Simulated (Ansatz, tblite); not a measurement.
Removing and adding an electron: Na4Li (the lowest doublet isomer of a short search). The state is a doublet with charge 0. Geometry: PBE/def2-TZVP. Ansatz, gas phase; energy differences of separate SCF runs; the oxidised species is a singlet (the triplet lies 0.35 eV higher at PBE0/def2-TZVP); the reduced species is a singlet (the triplet lies 0.34 eV higher at PBE0/def2-TZVPD).

| atom | x (Å) | y (Å) | z (Å) |
| --- | --- | --- | --- |
| Li1 | 0.840 | -0.110 | 0.086 |
| Na2 | 1.627 | 2.763 | 1.192 |
| Na3 | -1.606 | 1.917 | 0.439 |
| Na4 | 1.068 | -3.114 | -0.953 |
| Na5 | -1.928 | -1.456 | -0.764 |

The xTB rows come from tblite. The structure comes from a short search, and lower isomers may exist.

Task: Estimate orbital energies and vertical ionisation energies and electron affinities at: GFN2-xTB; PBE/def2-TZVP; PBE/def2-TZVPD; r2SCAN/def2-TZVP; r2SCAN/def2-TZVPD; PBE0/def2-TZVP; PBE0/def2-TZVPD.

Result: 
```csv
level,−HOMO (eV),vertical IE (eV),−LUMO (eV),vertical EA (eV),HOMO–LUMO gap (eV),IE − EA (eV),remarks
GFN2-xTB,–,6.51,–,2.21,–,4.30,–
PBE/def2-TZVP,2.74,4.26,2.19,–,0.55,–,restricted SCF unstable in HF (+1 singlet)
PBE/def2-TZVPD,2.74,–,2.19,0.94,0.55,–,"HOMO above zero (-1 singlet), restricted singlet, untested (-1 singlet)"
r2SCAN/def2-TZVP,2.84,4.23,1.79,–,1.05,–,"restricted SCF unstable in HF (+1 singlet), spin-contaminated (⟨S²⟩ 0.85) (doublet)"
r2SCAN/def2-TZVPD,2.84,–,1.79,0.78,1.05,–,"HOMO above zero (-1 singlet), restricted singlet, untested (-1 singlet), spin-contaminated (⟨S²⟩ 0.85) (doublet)"
PBE0/def2-TZVP,3.18,4.22,1.67,–,1.50,–,restricted SCF unstable in HF (+1 singlet)
PBE0/def2-TZVPD,3.18,–,1.67,0.86,1.50,–,"restricted singlet, untested (-1 singlet)"
```

Run but left out: HF/def2-TZVPP, MP2/def2-TZVPP, CCSD/def2-TZVPP, CCSD(T)/def2-TZVPP (doublet: ⟨S²⟩ 1.42, where a pure state has 0.75).   A HOMO above zero means that the electron is unbound at that level or that self-interaction error raises the level; the energy of removing that electron tells which. HOMO and LUMO are the levels of the spin that leaves or enters (xTB has no such levels and no spin-polarisation term). Other spin states of the ions may lie lower, which would lower the ionisation energy or raise the affinity. Raw xTB energy differences between charge states are shifted by several eV; the methods need an empirical correction for them.
